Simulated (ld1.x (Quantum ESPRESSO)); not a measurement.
**Before and after: TM potential for Mo (Z = 42)**

Mo, norm-conserving Troullier–Martins (Kleinman–Bylander form), made with ld1.x (Quantum ESPRESSO) 7.5 (PBE, scalar-relativistic). Core [Ar] 3d10, reference 4s2 4p6 4d4 5s0 5p0 (charge +2). Waves: 4s (bound): rc 1.85 bohr; 4p (bound): rc 2.00 bohr; 4d (bound): rc 2.45 bohr. Local part: all-electron potential smoothed inside 1.75 bohr (lloc = -1). Core correction: a·sin(br)/r model core, default radius (core density twice the valence density).

Change: all radii but the core radius scaled by about 1.37 (s 2.52, p 2.74, d 3.34 bohr); local potential all-electron potential smoothed inside 2.40 bohr (lloc = -1).

Cutoffs: the cutoffs (Ry, on a coarse ladder) from which the occupation-weighted sum of valence levels, in a spherical-Bessel basis at the reference potential, stays within 10 and 1 mRy of its value at 400 Ry; they do not see the model core or the augmentation charge, which bear on the density cutoff. Errors are all-electron minus pseudo energies relative to the spin-unpolarised reference configuration.

Question: How do hardness, ghosts and transferability respond?

Answer: The potential gets softer (35 Ry and 55 Ry → 25 Ry and 45 Ry); of the 7 tests that both files solve, the error grows in 6 and shrinks in 1 by more than 15 % and 0.3 meV (median size 7.0 → 138.8 meV); neither file shows a bound ghost. A larger radius leaves more room for a smooth pseudo-wave, so fewer plane waves are needed.

| quantity | base | changed |
| --- | --- | --- |
| cutoff, loose | 35 Ry | 25 Ry |
| cutoff, tight | 55 Ry | 45 Ry |
| loose cutoff by channel (10 mRy a level) | s 25 Ry, p 21 Ry, d 30 Ry | s 12 Ry, p 21 Ry, d 18 Ry |
| bound ghosts | none | none |
| error for 4s2 4p6 4d5 5s1 5p0, meV [ΔE -22.35 eV] | +40 | +444 |
| error for 4s2 4p6 4d5 5s0 5p0, meV [ΔE -15.46 eV] | -1.1 | +26 |
| error for 4s2 4p6 4d3 5s0 5p0, meV [ΔE 26.74 eV] | +6.6 | +110 |
| error for 4s2 4p6 4d6 5s0 5p0, meV [ΔE -21.59 eV] | -7.0 | +17 |
| error for 4s2 4p5 4d5 5s1 5p0, meV [ΔE 21.62 eV] | +6.1 | +666 |
| error for 4s2 4p6 4d5.5 5s0.5 5p0, meV [ΔE -22.07 eV] | +15 | +211 |
| error for 4s1 4p6 4d5 5s1 5p0, meV [ΔE 47.85 eV] | -199 | +139 |
